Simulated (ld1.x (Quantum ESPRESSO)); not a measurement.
The numbers below are computed, except where a source is named.
**Potentials for Ta (Z = 73) compared**

Generated with ld1.x 7.5 (TM, RRKJ, ultrasoft, PAW), atompaw 4.2 or ONCVPSP 4.0.1. The cutoff is in Ry: for ld1.x and atompaw files where the sum of valence levels is converged to 10 mRy in a Bessel basis, for ONCV files where the hardest occupied wave has 1 mHa per electron of residual kinetic energy. The error is the largest all-electron minus pseudo excitation energy over each file’s own four to seven test configurations (ionisations up to +4, promotions, holes and added fractions of an electron), all of which were solved. The labels leave out finer settings (local radius, basis sizes, second energies), which also bear on the numbers. Spin-polarised tests are not counted. The rows are a selection from randomly drawn settings: files with unsolved tests, undetermined cutoffs or missed reference levels are left out.

| potential | cutoff (Ry) | largest error (meV) | bound ghosts |
| --- | --- | --- | --- |
| RRKJ, PBE, scalar-relativistic, rc 2.80/2.75/2.55 (spd), local s, core correction no, reference 5d3 6s2 6p0 | 21 | +145 | none |
| TM, PBE, scalar-relativistic, rc 2.30/4.20/2.55 (spd), local smoothed, core correction no, reference 5d4 6s1 6p0 | 25 | +22 | none |
| TM, LDA (PZ), fully relativistic, rc 2.50/2.70/2.45 (spd), local s, core correction yes, reference 5d3 6s2 6p0 | 25 | -138 | none |
| TM semilocal, PBEsol, scalar-relativistic, rc 2.10/3.10/1.60 (spd), local s, core correction yes, reference 5d3 6s2 6p0 | 30 | -205 | none |

(1) Fill in the row for Ta: RRKJ, PBE, fully relativistic, rc 2.40/2.15/2.80 (spd), local s, core correction yes, reference 5p6 5d3 6s2 6p0.

(2) Fill in the row for Ta: TM, LDA (PZ), scalar-relativistic, rc 2.20/2.70/2.35/2.70 (spdf), local s, core correction yes, reference 5d2 6s0 6p0.

Answers

(1) cutoff 25 Ry, largest error -1119 meV, bound ghosts: none.

(2) cutoff 25 Ry, largest error -392 meV, bound ghosts: none.
